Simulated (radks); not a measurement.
Results of a calculation; reference values are marked as such.
Problem. These are the eigenvalues of the occupied orbitals of an atom or ion with whole-number occupations (eV). Level of theory: Dirac Kohn-Sham, BLYP, spin-unpolarised, spherical densities, finite nucleus; Fermi nuclear charge, rms radius of each element as measured or else 0.836 A^(1/3) + 0.57 fm (a radial shooting solver on a logarithmic mesh with Libxc functionals).

1s1/2: -12514.22
2s1/2: -1617.070
2p1/2: -1452.038
2p3/2: -1410.243
3s1/2: -223.4035
3p1/2: -166.9903
3p3/2: -161.1058
3d3/2: -63.8352
3d5/2: -62.9388
4s1/2: -26.6670
4p1/2: -15.5038
4p3/2: -15.0580

Which element is it, and in what charge state? The configuration may be excited. Open shells, if any, fill j = l - 1/2 first.

Solution. Z = 34, selenium, charge +1: Se+ in [Ar] 3d10 4s2 4p3. The list shows which subshells hold electrons but not how many an open one holds; the 1s level, -459.89 hartree, gives Z - s = 30.3 by -(Z - s)^2/2, which with screening and relativity narrows Z to a few neighbours, and the depths of the outer levels then fix element, charge and occupations together.
